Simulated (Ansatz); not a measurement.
`[OH][SnH2][Br]` + H–F → `[F][SnH2][Br]` + H₂O at 500 K and 1 bar (ligand exchange at the Sn–O bond).

Calculated with Ansatz (gas phase, PBE0-D4/def2-TZVP geometries, no zero-point term in ΔE). CBS: MP2 limit from def2 TZ/QZ plus the TZ coupled-cluster correction, frozen cores. This one scheme is used for every species. def2 core potentials past Kr. For Br, Sn outer-core shells are correlated without core-valence functions, which leaves a few kJ/mol of doubt a bond. Scalar relativity is left out up to krypton. Each species was taken in one conformer, which may not be the lowest.

| species | CCSD(T)/CBS energy (Eh) | H − E (kJ/mol) | S (J/(mol·K)) |
| --- | --- | --- | --- |
| `[OH][SnH2][Br]` | -2864.37583 | 108.1 | 379.1 |
| H–F | -100.39570 | 39.4 | 188.7 |
| `[F][SnH2][Br]` | -2888.40380 | 74.6 | 361.2 |
| H₂O | -76.37941 | 73.2 | 206.3 |

H − E and S are ideal-gas, rigid-rotor, harmonic terms from PBE0-D4/def2-TZVP, for one conformer and one mirror image of each species. 1 Eh = 2625.50 kJ/mol, R = 8.31446 J/(mol·K).

Q: By hand: ΔE, ΔH, ΔS and ΔG.

A: ΔE = (-2888.40380) + (-76.37941) − (-2864.37583) − (-100.39570) = -0.01168 Eh = -30.7 kJ/mol. Δ(H − E) = 74.6 + 73.2 − 108.1 − 39.4 = 0.3, so ΔH = -30.4 kJ/mol. ΔS = 361.2 + 206.3 − 379.1 − 188.7 = -0.3 J/(mol·K). ΔG = -30.4 − 500 × (-0.3)/1000 = -30.2 kJ/mol.

Q: By hand: the equilibrium constant, and the temperature at which ΔG would vanish if ΔH and ΔS stayed fixed.

A: log₁₀ K = −ΔG/(RT ln 10) = 3.2. ΔG = 0 at ΔH/ΔS = 101333 K, far beyond where these terms or the molecules hold.

The number of gas molecules stays the same, so ΔS is small and ΔH decides. A doubt of 5 kJ/mol in ΔE shifts log₁₀ K by 0.5 here. Other conformers and mirror images would add mixing entropy, several J/(mol·K) or more a flexible species. These are equilibria of isolated gas molecules and say nothing of rates. Largest T1 diagnostic: 0.012 (customary marks: 0.02 for closed shells, 0.045 for open ones).
